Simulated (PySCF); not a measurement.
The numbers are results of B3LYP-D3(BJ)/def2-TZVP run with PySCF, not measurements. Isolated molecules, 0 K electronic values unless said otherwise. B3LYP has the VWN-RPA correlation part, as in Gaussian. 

Reference species (SMILES): `[Br][AlH][Br]` (neutral, multiplicity 1).

| Property | Result |
|---|---|
| LUMO | -1.85 eV |
| HOMO | -8.36 eV |

Changed species: `[AlH2][Br]` (2 of 3 Br replaced by H; the reference has 1 of 3 Br replaced by H).

### Question
Give the shifts of the LUMO and HOMO.

### Answer
the LUMO falls by 0.11 eV, to -1.96 eV; the HOMO rises by 0.33 eV, to -8.03 eV.
